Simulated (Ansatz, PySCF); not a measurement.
Species: GeI₂, net charge 0, singlet state. 
Structure (B3LYP-D3(BJ)/def2-TZVP (Ansatz, an electronic-structure program) minimum search):
```xyz
3

Ge     0.0170     0.0000     1.2404
I      1.0196    -1.7356    -0.3885
I     -1.0299     1.7355    -0.3605
```
Charge 0, spin multiplicity 1.

Total electronic energies in hartree. Cores are frozen in the correlated levels unless marked. Spin-orbit coupling is left out. The frozen core is the preceding noble-gas configuration, with the filled d and f shells of earlier blocks. Past Kr the def2 sets carry scalar-relativistic core potentials. STO-3G rows are all-electron and non-relativistic. Basis-set limits of correlation are two-point, X^-3; Hartree-Fock from the larger set. The bracket is a focal-point correction in the basis named.

```
level                                                                 program   energy (Eh)
-------------------------------------------------------------  --------------  ------------
HF/def2-SVPD                                                           Ansatz   -2668.49206
HF/def2-TZVPD                                                           PySCF   -2668.77411
BLYP-D3(BJ)/def2-TZVPD                                         Ansatz + dftd3   -2672.47710
r2SCAN/def2-TZVPD                                                       PySCF   -2672.72852
r2SCAN-D4/def2-TZVPD                                           Ansatz + dftd4   -2672.72945
B3LYP/def2-TZVPD                                                       Ansatz   -2672.74386
CAM-B3LYP-D3(BJ)/def2-TZVPD                                    Ansatz + dftd3   -2672.63294
LC-wPBE/def2-TZVPD                                                     Ansatz   -2672.28060
B2PLYP/def2-TZVPD                                                      Ansatz   -2671.54516
MP2/def2-TZVPP                                                         Ansatz   -2669.13423
SCS-MP2/def2-SVPD                                                      Ansatz   -2668.76321
SCS-MP2/def2-TZVPPD                                                    Ansatz   -2669.13254
CCSD(T)/STO-3G                                                         Ansatz  -15753.25734
CCSD(T)/def2-SVPD                                                      Ansatz   -2668.81195
RI-MP2/CBS(def2-TZVPPD,def2-QZVPPD)+[CCSD(T)-MP2]/def2-TZVPPD          Ansatz    -2669.3121
```

Totals of different functionals don't rank their quality; only differences between species are comparable.
